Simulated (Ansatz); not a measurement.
`FC(F)=CC(F)F`, relaxed with RKS PBE-D4/def2-SVP in Ansatz from a rough embedded geometry. The force threshold is 0.03 eV/Å; the program also tests the step.

Charge 0, multiplicity 1.

Start:

```xyz
9

F     2.089   -0.278    0.097
C     0.938   -1.009   -0.200
F     1.053   -2.313   -0.567
C    -0.239   -0.416   -0.194
C    -0.540    0.928    0.226
F    -1.384    0.983    1.314
F    -1.165    1.608   -0.770
H    -1.129   -1.032   -0.436
H     0.376    1.529    0.530
```

(1) By how much does the energy fall, and how many steps does the optimiser take? (An estimate is asked.)

(2) Which bonds change most? (Best estimate.)

(3) Give the relaxed structure. (Best estimate.)

## Answers

(1) The calculation gave: 37.16 kJ/mol, in 5 steps.

(2) Computed: F1–C2 from 1.396 to 1.325 Å; C4–C5 from 1.440 to 1.492 Å; C2–F3 from 1.360 to 1.320 Å; C5–H9 from 1.137 to 1.114 Å.

(3) The calculation gave: 
```xyz
9

F     2.041   -0.370    0.126
C     0.922   -1.000   -0.203
F     1.179   -2.246   -0.556
C    -0.298   -0.447   -0.182
C    -0.538    0.965    0.235
F    -1.348    0.998    1.342
F    -1.195    1.642   -0.761
H    -1.163   -1.058   -0.475
H     0.400    1.516    0.474
```
